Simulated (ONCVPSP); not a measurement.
# Configuration tests for lithium (ONCV)

ONCVPSP 4.0.1 input, shortened (lines: element, Z, core and valence counts, functional; n l f; lmax; l rc ep ncon nbas qcut; lloc lpopt rc5 dvloc0; l nproj debl; icmod fcfact rcfact), PW91, scalar-relativistic:

```
  Li 3.00    0    1  -109134      upf
    1    0    2.00
    2
    0    0.55    0.00    4    8   28.10
    1    0.40    0.42    5    9   17.50
    2    0.40    0.19    4    7   24.00
    4    5    0.40    0.00
    0    2    1.10
    1    2    2.80
    2    2    3.50
    0    0.00    0.00
```

In the s channel the program set the typed energies aside and used -2.227, 0.250 Ha.

Energies are relative to the spin-unpolarised reference configuration 1s2; without spin polarisation the order of configurations can differ from experiment.

```json
{"valence configuration": "1s2 2p1", "charge": "0", "ΔE all-electron (eV)": "-3.559", "error AE − PS (meV)": "0.0"}
{"valence configuration": "1s1 2s1", "charge": "+1", "ΔE all-electron (eV)": "63.245", "error AE − PS (meV)": "+24"}
```

Question: What are ΔE and the potential's error for 1s2 2s1?

Answer: ΔE = -5.347 eV all-electron; the error (AE − PS) is +0.1 meV.

Question: What are ΔE and the potential's error for 1s2 2s0.5?

Answer: ΔE = -3.292 eV all-electron; the error (AE − PS) is +0.1 meV.

Note: ghosts flagged at negative energy: s at -58.3 eV; GHOST(+) flags only above 600 eV. A true bound ghost makes a file unfit for plane-wave use.
